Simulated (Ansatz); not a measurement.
Start from `CN(C)C` and change one atom or group to get `CN(C)B[SiH3]`.

Ansatz, PBE0-D4/def2-TZVP geometries, multiplicity 1. Each molecule was computed in one conformer, which needn't be the lowest.

| property | `CN(C)C` |
| --- | --- |
| HOMO energy (PBE0/def2-TZVPP) / eV | -6.15 |
| LUMO energy (PBE0/def2-TZVPP) / eV | 1.20 |
| size of the dipole moment (PBE/def2-TZVPP) / D | 0.39 |
| LUMO energy (ωB97M-V/def2-TZVPP) / eV | 2.66 |
| HOMO energy (ωB97M-V/def2-TZVPP) / eV | -8.48 |
| size of the dipole moment (ωB97M-V/def2-TZVPP) / D | 0.52 |

Give the same properties after the change, and the shifts. (Best estimate.)

Ansatz gave: 
| property | `CN(C)B[SiH3]` | shift |
| --- | --- | --- |
| HOMO energy (PBE0/def2-TZVPP) / eV | -7.66 | -1.51 |
| LUMO energy (PBE0/def2-TZVPP) / eV | -0.53 | -1.73 |
| size of the dipole moment (PBE/def2-TZVPP) / D | 2.93 | 2.54 |
| LUMO energy (ωB97M-V/def2-TZVPP) / eV | 1.31 | -1.35 |
| HOMO energy (ωB97M-V/def2-TZVPP) / eV | -9.91 | -1.43 |
| size of the dipole moment (ωB97M-V/def2-TZVPP) / D | 2.81 | 2.29 |

With PBE0 the HOMO falls by 1.51 eV and the LUMO falls by 1.73 eV, so the gap narrows by about 0.22 eV. PBE moves the HOMO by -1.66 eV and ωB97M-V by -1.43 eV. Dipoles are sizes alone; their direction can turn.
